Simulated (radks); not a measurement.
Values are calculated unless marked as measured or tabulated.
Excited configurations of Fe2+: one electron is placed in a higher orbital outside [Ar] 3d5. The ground configuration is [Ar] 3d6. Code: a radial shooting solver on a logarithmic mesh with Libxc functionals. Model: scalar-relativistic Kohn-Sham, PBE, spin-unpolarised, spherical densities, finite nucleus; Fermi nuclear charge, rms radius 3.7377 fm. Excitation = E - E(ground); binding = E(ion) - E, where the ion is the core of charge +3; n* = 3/sqrt(2 binding) in atomic units, and the quantum defect is n - n*.

| outer orbital | excitation (eV) | binding (eV) | n* | quantum defect | eigenvalue (eV) | <r> (bohr) |
|---|---|---|---|---|---|---|
| 4s | 7.428 | 26.795 | 2.138 | 1.862 | -22.368 | 2.404 |
| 4p | 13.819 | 20.404 | 2.450 | 1.550 | -16.686 | 2.819 |
| 4d | 21.851 | 12.372 | 3.146 | 0.854 | -9.980 | 4.050 |
| 5p | 23.834 | 10.389 | 3.433 | 1.567 | -8.819 | 5.757 |
| 6s | 26.946 | 7.278 | 4.102 | 1.898 | -6.282 | 8.612 |
| 7p | 29.957 | 4.266 | 5.358 | 1.642 | -3.704 | 14.44 |

The Delta-SCF ionisation energy is 34.223 eV (NIST Atomic Spectra Database: 30.65 eV, measured). Self-interaction in the functional shifts the binding energies and quantum defects, so they are the method's values and not measured ones. Spin polarisation and multiplet splitting are left out, so open shells lie too high by an amount that depends on their filling.

Beside tabulated values, note that spin-unpolarised runs miss the spin-polarisation part of the exchange energy of open shells.
